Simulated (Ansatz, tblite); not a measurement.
Forces on (ClBe-mu-NH2)2 (Be₂N₂Cl₂H₄) at its PBE-D4/def2-SVP geometry. Total charge 0; singlet.

The xTB rows come from tblite.

GFN1-xTB (tblite), largest force 1.41 eV/Å:

```xyz
10
positions Å, forces eV/Å
Be   -0.152   -0.259    1.102    0.027    0.019    0.024
Cl   -0.154   -0.491    2.962    0.001   -0.013    0.111
N    -0.862    0.915    0.090   -1.089    0.891    0.041
Be    0.251    0.333   -1.063    0.032    0.026    0.000
Cl    0.894    1.050   -2.671    0.040    0.044   -0.095
N     0.704   -1.035   -0.152    0.626   -1.241   -0.223
H    -0.824    1.906    0.368   -0.154   -0.946   -0.287
H    -1.854    0.747   -0.141    1.005    0.251    0.256
H     0.293   -1.926   -0.472    0.497    0.883    0.334
H     1.704   -1.241   -0.022   -0.985    0.087   -0.159
```

GFN2-xTB (tblite), largest force 0.76 eV/Å:

```
Be 0.083 -0.005 0.580
Cl -0.009 0.086 -0.750
N -0.567 0.333 -0.014
Be 0.273 0.274 -0.440
Cl -0.268 -0.295 0.642
N 0.195 -0.614 -0.132
H -0.190 -0.588 -0.196
H 0.673 0.280 0.202
H 0.444 0.564 0.237
H -0.636 -0.035 -0.128
```

PBE0-D4/def2-TZVP (Ansatz), largest force 0.72 eV/Å:

```
Be 0.045 0.076 -0.322
Cl -0.005 0.027 -0.246
N -0.385 0.338 0.021
Be -0.073 -0.097 0.311
Cl -0.089 -0.097 0.209
N 0.246 -0.444 -0.076
H 0.014 -0.691 -0.186
H 0.696 0.070 0.149
H 0.240 0.637 0.219
H -0.688 0.182 -0.078
```
